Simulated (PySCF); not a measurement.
Species: C9H18.
Bonds: C1–C2, C2–C3, C2–C4, C4–C5, C5–C6, C6–C7, C7–C8, C8–C9, C4–C9. Hydrogens: H10, H11, H12 on C1; H13 on C2; H14, H15, H16 on C3; H17 on C4; H18, H19 on C5; H20, H21 on C6; H22, H23 on C7; H24, H25 on C8; H26, H27 on C9.

The closed-shell ground state was solved at several levels (PySCF, density fitting, gas phase, non-relativistic). One conformer (not necessarily the lowest) at the PBE0-D3(BJ)/def2-SVP geometry, without solvent, vibrations or thermal averaging.

```json
{"level": "CAM-B3LYP/def2-SVPD", "basis functions": "324", "HOMO (eV)": "-9.55", "LUMO (eV)": "1.40", "gap (eV)": "10.95", "dipole (D)": "0.10"}
{"level": "PBE0/pcSseg-1", "basis functions": "243", "HOMO (eV)": "-8.17", "LUMO (eV)": "1.42", "gap (eV)": "9.59", "dipole (D)": "0.06"}
```

(1) What might B97-2/pcSseg-1 (243 basis functions) give for the same quantities?

(2) Over all these levels, which gives the widest orbital gap and which the narrowest?

(3) How far do the dipole and the HOMO energy spread over the levels?

Results:

(1) HOMO -7.94 eV, LUMO 1.45 eV, gap 9.39 eV, dipole 0.05 D.

(2) CAM-B3LYP/def2-SVPD (range-separated hybrid) has the widest, 10.95 eV, and B97-2/pcSseg-1 (global hybrid, 21 % exact exchange) the narrowest, 9.39 eV. Functional and basis both differ between the two, so the spread mixes both effects.

(3) The dipole runs from 0.05 to 0.10 D (mean 0.07 D) and the HOMO from -9.55 to -7.94 eV.
